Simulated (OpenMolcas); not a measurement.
Nd⁴⁺: effect of the basis set

* Program: OpenMolcas 26.06
* Method: CASSCF
* Active space: 2 electrons in 14 orbitals (4f 5f)
* State averaging: 2S+1 = 3 even, 18 roots; 2S+1 = 1 even, 27 roots
* Spin-orbit coupling: RASSI with atomic mean-field integrals over the reference wave functions, term energies averaged over their components

A. ANO-R2 [8s7p4d3f1g], X2C, finite nucleus; cost roughly 20 core-seconds
B. ANO-RCC-VTZP [8s7p5d3f2g1h], DKH2, point nucleus; cost about 20 core-seconds
C. ANO-RCC-VQZP [9s8p6d4f3g2h], DKH2, point nucleus; cost roughly 30 core-seconds

Energies in cm⁻¹ above 4f² ³H₄, the measured ground level; measured values from the list in Carvajal Gallego et al., Mon. Not. R. Astron. Soc. 518, 332 (2023).

| Level | A | B | C | Measured |
| --- | --- | --- | --- | --- |
| 4f² ³H₄ | 0.0 | 0.0 | 0.0 | 0.0 |
| 4f² ³H₅ | 2988 | 3006 | 2996 | 2834 |
| 4f² ³H₆ | 6098 | 6132 | 6114 | 5743 |
| 4f² ³F₂ | 7720 | 7718 | 7703 | 5894 |
| 4f² ¹G₄ [51 %] | 9623 | 9629 | 9607 |  |
| 4f² ³F₃ | 9640 | 9650 | 9629 | 7785 |
| 4f² ³F₄ [54 %] | 13595 | 13622 | 13588 |  |

Deviations, from unrounded energies. A percentage is the sum of absolute deviations over the sum of measured energies, with the sign that they share, or ± where signs differ.

| Against measurement | Levels | A | B | C |
| --- | --- | --- | --- | --- |
| mean absolute deviation (cm-1) | 4 | 1000 | 1100 | 1000 |
| fine structure of the ground term (%) | 2 | +5.9 | +6.5 | +6.2 |
| other terms of the ground configuration (%) | 2 | +26.9 | +27.0 | +26.7 |

A, B, C lie about equally close to measurement. The largest miss of C in the table is 4f² ³F₃, by +1800 cm-1. The ranking rests on the paired levels alone, and a cruder setting can come out closer through cancelling errors.

Among A to C the level of the table that moves most is 4f² ³F₄ [54 %], by 34 cm-1 (lowest in C, highest in B).

Without dynamic correlation excited terms often stand tens of per cent too high (terms of higher spin than the ground term too low), and those without a measured partner can miss by more than the paired ones. Active for correlation alone: 5f; no level in the range computed is led by a configuration that fills it, so any true level of that kind is missing. Computed and measured levels are paired by configuration, term and J; levels that our copy of the source lacks, or whose pairing is in doubt (as where it misses far off the trend of its configuration), stay unpaired and out of the deviations. Only configurations of the active space appear. The table leaves out levels that lie high or whose names do not pair safely across all columns.

A share in square brackets marks a mixed level and gives the weight of the term that names it, the lowest over the columns.
